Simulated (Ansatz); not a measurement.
Geometry optimisation, RKS PBE/def2-SVP in Ansatz.

The input (input.yaml):

```yaml
crystal:
  periodic: [false, false, false]
  atoms:
    - { symbol: O, position_ang: [0.1236, -2.0426, 0.1824] }
    - { symbol: C, position_ang: [0.0623, -0.8059, 0.4143] }
    - { symbol: S, position_ang: [1.4656, -0.0309, 1.1465] }
    - { symbol: Sb, position_ang: [-1.589, 0.3781, -0.0516] }
    - { symbol: H, position_ang: [2.0567, 0.261, -0.1145] }
    - { symbol: H, position_ang: [-0.7731, 1.89, 0.1438] }
    - { symbol: H, position_ang: [-1.2847, 0.2822, -1.7667] }
basis:
  gaussian: { orbitals: def2-SVP }
hamiltonian:
  xc: pbe
relax:
  f_tol: 0.015
  max_steps: 40
output:
  orbitals: {}
```

Launched with:

```bash
$ ansatz run input.yaml --threads 1 --pin off --max-ram 2048MiB --backend cpu --events-out ev --progress --plain --runs-dir out
```

Problem. Where does it end, and by what steps?

Solution. It converged. The force dipped under the threshold on the way, but the program's further checks kept it going. After 24 steps the energy has fallen by 0.916 eV; H5 moved furthest, 1.21 Å.

| step | energy less start (eV) | largest force component (eV/Å) | accepted |
| --- | --- | --- | --- |
| 0 | 0.0000 | 4.974 | yes |
| 1 | -0.1779 | 4.585 | yes |
| 2 | -0.2145 | 5.356 | yes |
| 3 | -0.5915 | 0.452 | yes |
| 4 | -0.6679 | 1.369 | yes |
| 5 | -0.7298 | 0.969 | yes |
| 6 | -0.8069 | 0.651 | yes |
| 7 | -0.8398 | 0.969 | yes |
| 8 | -0.8634 | 0.729 | yes |
| 9 | -0.8553 | 0.933 | no |
| 10 | -0.9023 | 0.135 | yes |
| 11 | -0.9080 | 0.159 | yes |
| 12 | -0.9116 | 0.127 | yes |
| 13 | -0.9122 | 0.108 | yes |
| 14 | -0.9130 | 0.097 | yes |
| 15 | -0.9137 | 0.052 | yes |
| 16 | -0.9144 | 0.097 | yes |
| 17 | -0.9144 | 0.096 | yes |
| 18 | -0.9131 | 0.328 | no |
| 19 | -0.9151 | 0.061 | yes |
| 20 | -0.9157 | 0.082 | yes |
| 21 | -0.9156 | 0.048 | no |
| 22 | -0.9161 | 0.018 | yes |
| 23 | -0.9162 | 0.004 | yes |
| 24 | -0.9163 | 0.009 | yes |

```xyz
7
Properties=species:S:1:pos:R:3
O -0.035 -2.127 0.112
C 0.201 -0.958 0.276
S 1.836 -0.406 0.843
Sb -1.461 0.584 0.037
H 1.563 0.925 0.766
H -0.374 1.840 -0.476
H -1.669 0.074 -1.604
```

Whether the end is a true minimum wasn't checked by a vibrational analysis.

The run took 58 s on 1 thread of Intel(R) Xeon(R) Platinum 8488C (Sapphire Rapids), on a shared host, peak memory 0.16 GiB.
